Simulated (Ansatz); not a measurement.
Molecule: dihydroxysilane, sum formula H$_{4}$SiO$_{2}$, charge 0, multiplicity 1. SMILES: O[SiH2]O
Coordinates optimised at B3LYP-D3(BJ)/def2-TZVP (Ansatz, a quantum-chemistry and plane-wave program):
```
Si
O 1 1.6456
H 2 0.9596 1 119.42
O 1 1.6456 2 114.22 3 82.78
H 4 0.9596 1 119.42 2 -82.78
H 1 1.4685 2 105.68 3 -161.50
H 1 1.4846 6 113.37 4 119.29
```
Charge 0, spin multiplicity 1.

Quantity: atomisation energy (electronic, to ground-state atoms), in eV. Cores are frozen in the correlated levels unless marked. Open shells are spin-unrestricted. No spin-orbit coupling. Non-relativistic. The coupled-cluster limit lacks core correlation, which all-electron functionals hold. Basis-set limits of correlation are two-point, X^-3; Hartree-Fock from the larger set (for Q and 5 zeta extrapolated as (X+1)exp(-9√X)).

```json
[
 {"level": "HF/aug-cc-pV(Q+d)Z", "program": "Ansatz", "atomisation energy (eV)": "18.85"},
 {"level": "B3LYP-D3(BJ)/def2-TZVPD", "program": "Ansatz + dftd3", "atomisation energy (eV)": "26.03"}
]
```

Estimate the value at CCSD(T)/CBS(cc-pV(Q+d)Z,cc-pV(5+d)Z) as computed with Ansatz.

26.40 eV, so B3LYP-D3(BJ)/def2-TZVPD differs from it by -0.37 eV.
